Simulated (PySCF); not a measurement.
## Fractional electron number in Br²⁺ (bromine, charge +2)

The 4p alpha orbital of [Ar] 3d10 4s2 4p3 is emptied in steps (occupation f), with all orbitals relaxed, ending at [Ar] 3d10 4s2 4p2. All numbers are calculated (PySCF 2.14, the non-relativistic Hamiltonian (point nucleus), in def2-TZVP). The exact energy is a straight line in f; departures are measured from the line between the end points of the same method.

Q: Among UHF, LDA, PBE, PBE0, r2SCAN, LC-wPBE, BHandHLYP, wB97X, CAM-B3LYP, HSE06, which shows the largest delocalisation error (convex curve), and which is closest to linear?

A: Most convex: LDA (-1.458 eV at f = 0.5); closest to linear: UHF (0.138 eV).

```csv
f,UHF (eV),LDA (eV),PBE (eV),PBE0 (eV),r2SCAN (eV),LC-wPBE (eV),BHandHLYP (eV),wB97X (eV),CAM-B3LYP (eV),HSE06 (eV)
1,0.000,0.000,0.000,0.000,0.000,0.000,0.000,0.000,0.000,0.000
0.9,0.051,-0.524,-0.510,-0.370,-0.483,-0.107,-0.239,-0.134,-0.249,-0.408
0.7,0.117,-1.224,-1.188,-0.862,-1.118,-0.248,-0.558,-0.311,-0.580,-0.951
0.5,0.138,-1.458,-1.412,-1.023,-1.317,-0.291,-0.663,-0.369,-0.689,-1.130
0.3,0.115,-1.225,-1.183,-0.855,-1.093,-0.240,-0.556,-0.310,-0.578,-0.947
0.1,0.049,-0.525,-0.505,-0.364,-0.463,-0.101,-0.238,-0.133,-0.247,-0.405
0,0.000,0.000,0.000,0.000,0.000,0.000,0.000,0.000,0.000,0.000
```

```
   method  E(f=0) − E(f=1) (eV)  −ε at f=1 (eV)  −ε at f=0.5 (eV)
      UHF                34.592          35.158            34.585
      LDA                35.263          29.450            35.259
      PBE                35.078          29.415            35.092
     PBE0                35.187          31.068            35.208
   r2SCAN                35.401          30.023            35.477
  LC-wPBE                35.240          34.040            35.263
BHandHLYP                35.025          32.364            35.031
    wB97X                34.938          33.447            34.941
CAM-B3LYP                35.113          32.350            35.120
    HSE06                35.152          30.616            35.163
```

Reference removal energy between the ground levels: 34.871 ± 0.019 eV (measured; NIST Atomic Spectra Database, ionization energies). The calculation has no spin-orbit coupling. UHF lacks correlation.
